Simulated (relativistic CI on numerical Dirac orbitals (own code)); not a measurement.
**Tc⁹⁺: q coefficients and field-shift factors**

Computed by Dirac-Coulomb-Breit CI, orbitals from a KLI potential per configuration, derivatives by finite differences, unscaled Slater integrals, QED left out (own radial code, finite nucleus).

CI space (outside the closed core [Ar] 3d10): 4s²4p⁴, 4s4p⁵, 4p⁶, 4s²4p³4d, 4s4p⁴4d, 4s²4p³4f. Double excitations out of closed p, d and f shells are left out; levels of such configurations are missing from the list, as are those of other unlisted configurations, and high levels can miss mixing partners.

With x = (α/α₀)² − 1 an excitation energy changes as ω = ω₀ + qx; K = 2q/ω₀ is the relative enhancement. Terms are leading LS components, so labels can repeat. The field-shift factor is F = δν/δ⟨r²⟩ for the transition from the lowest level.

Lowest level 4s²4p⁴ ³P2.

| Level | ω₀ (cm⁻¹) | q (cm⁻¹) | F (GHz/fm²) |
| --- | --- | --- | --- |
| 4s²4p⁴ ³P0 | 20690 | 12280 | -0.276 |
| 4s²4p⁴ ³P1 | 24329 | 28630 | -0.444 |
| 4s²4p⁴ ¹D2 | 42076 | 26700 | -0.376 |
| 4s²4p⁴ ¹S0 | 89776 | 45660 | -1.31 |
| 4s4p⁵ ³P°2 | 258552 | 36650 | -30.1 |
| 4s4p⁵ ³P°1 | 273979 | 49290 | -29.7 |
| 4s4p⁵ ³P°0 | 286238 | 65620 | -30.1 |
| 4s4p⁵ ¹P°1 | 332920 | 48920 | -22.7 |
| 4s²4p³4d ⁵D°0 | 358302 | 20090 | 1.05 |
| 4s²4p³4d ⁵D°2 | 358873 | 19240 | 1.2 |
| 4s²4p³4d ⁵D°3 | 359051 | 18540 | 1.31 |
| 4s²4p³4d ⁵D°1 | 359080 | 21890 | 1.03 |
| 4s²4p³4d ⁵D°4 | 361501 | 22290 | 1.31 |

At this charge energies of transitions that change n are usually good to better than 1 %, and those within a shell (Δn = 0) to a few per cent.

Q: Which transition from the lowest level has the largest |K|?

A: 4s²4p⁴ ³P1 at 24329 cm⁻¹, K = 2.35.
